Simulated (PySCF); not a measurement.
An unknown gives this computed stick spectrum. Method used: TDDFT PBE0/def2-SVPD, vertical, gas phase, core orbitals frozen in the response in PySCF 2.14.0, density-fitted response routines. Geometries: GFN2-xTB, one conformer each.

```tsv
state	E (eV)	f	main configurations (H = HOMO, L = LUMO)
S1	6.67	0.029	H→L (73%), H→L+1 (15%), H→L+2 (10%)
S2	7.13	0.0026	H-2→L (48%), H-1→L (23%), H-2→L+1 (11%)
S3	7.34	0.0035	H→L+2 (61%), H-1→L (15%), H→L (10%)
S4	7.36	0.012	H-1→L (31%), H→L+1 (29%), H→L+2 (21%)
S5	7.42	0.031	H→L+1 (48%), H-1→L (20%), H→L (14%)
S6	7.71	0.0039	H-1→L+1 (66%), H-2→L+1 (11%), H-3→L (9%)
S7	7.85	0.015	H-2→L+2 (30%), H-3→L (24%), H-2→L (16%)
S8	7.88	0.0011	H-2→L+2 (25%), H-3→L (21%), H-2→L+1 (18%)
```

Triplets computed (Tamm–Dancoff): 5.99, 6.49, 6.99 eV.

Orbital energies (eV): HOMO-3 -8.98, HOMO-2 -8.52, HOMO-1 -8.43, HOMO -7.98, LUMO 0.03, LUMO+1 0.40, LUMO+2 0.66.

Question: Which structure fits?
A. `C=C[Si@@H]1O[SiH2][SiH2][SiH2]1`
B. `CC#CC[SiH3]`
C. `[SiH3]CC[SiH2]CCl`

Answer: C. Its S1, at 6.67 eV, is the highest among the candidates; the nearest of the others has S1 at 6.24 eV. S1 is HOMO→LUMO (73%), HOMO→LUMO+1 (15%), HOMO→LUMO+2 (10%). Löwdin shares by element: HOMO chlorine 55%, carbon 20% or more, silicon 11% or more; LUMO silicon 24%, chlorine 21%, carbon 11% or more (atoms not listed hold the other 44%). At the same level the other candidates give, for their lowest levels:
- `CC#CC[SiH3]`: 6.24 eV (f 0.001); 6.48 eV (f 0.001); 6.52 eV (f 0.002); 6.68 eV (f 0.064); 6.74 eV (f 0.001); T1 5.39 eV; HOMO -6.96, LUMO 0.42 eV
- `C=C[Si@@H]1O[SiH2][SiH2][SiH2]1`: 5.20 eV (f 0.009); 5.68 eV (f 0.084); 5.89 eV (f 0.132); 5.93 eV (f 0.008); 6.08 eV (f 0.013); T1 4.22 eV; HOMO -7.43, LUMO -0.96 eV

The values belong to the conformer `[SiH3:1][CH2:2][CH2:3][SiH2:4][CH2:5][Cl:6]`: Si1–C2–C3–Si4 72°, C2–C3–Si4–C5 172°, C3–Si4–C5–Cl6 63°.
